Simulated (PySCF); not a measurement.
PySCF input:

```python
from pyscf import gto, scf, dft

mol = gto.M(
    atom='''
    Mg    0.50444722    0.11252104    0.03963548
    F    -0.52263950    1.12999855   -1.07573318
    F    -0.14995679   -1.28002660    1.02288586
    ''',
    basis='def2-tzvpd',
    charge=-1,
    spin=1,
    verbose=4,
)

mf = dft.UKS(mol, xc='bp86').density_fit(auxbasis='def2-universal-jkfit')
mf.grids.level = 3
mf.conv_tol = 1e-9
mf.max_cycle = 100
mf.max_memory = 1500
mf.kernel()
if not mf.converged:
    mf = mf.newton()
    mf.kernel(mf.make_rdm1())
for _ in range(2):
    mo, _, stable, _ = mf.stability(return_status=True)
    if stable:
        break
    mf.kernel(mf.make_rdm1(mo, mf.mo_occ))
mf.analyze()
```

Problem. What final total energy does it print?

Solution. -400.03296 Eh (BP86/def2-TZVPD).
